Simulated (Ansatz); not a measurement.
Calculated with Ansatz (gas phase, PBE0-D4/def2-TZVP geometries, no zero-point term in ΔE). CBS: MP2 limit from def2 TZ/QZ plus the TZ coupled-cluster correction, frozen cores. This one scheme is used for every species. DFT in def2-TZVPP. B3LYP here is the variant with VWN-RPA as its local correlation; programs differ in this. One conformer a species, not always the lowest.

Consider the formal exchange of groups at the Si–C bond: `N=C[SiH]1C=N1` + SiH₄ → `[SiH3][SiH]1C=N1` + `C=N`.

```json
{"species": "`N=C[SiH]1C=N1`", "B3LYP-D4 energy (Eh)": "-477.64950"}
{"species": "SiH₄", "B3LYP-D4 energy (Eh)": "-291.91967"}
{"species": "`[SiH3][SiH]1C=N1`", "B3LYP-D4 energy (Eh)": "-674.89584"}
{"species": "`C=N`", "B3LYP-D4 energy (Eh)": "-94.67558"}
```

Work out ΔE.

ΔE = (-674.89584) + (-94.67558) − (-477.64950) − (-291.91967) = -0.00225 Eh = -0.06 eV. CCSD(T)/CBS gives -0.10 eV.

Largest T1 diagnostic among the species: 0.017.

At CCSD(T), def2-SVP lies +0.03 eV from the extrapolated value and def2-TZVPP +0.01 eV. In def2-TZVPP, CCSD(T) changes the Hartree–Fock value by −0.09 eV (the triples alone add −0.01 eV) and MP2 by −0.05 eV. Leaving LDA and LC-ωPBE aside and taking each functional with its dispersion term where it has one, the values, not all of them listed here, spread over 0.12 eV, from PBE0-D4 to ωB97M-V. LDA lies +0.05 eV from PBE without D4.
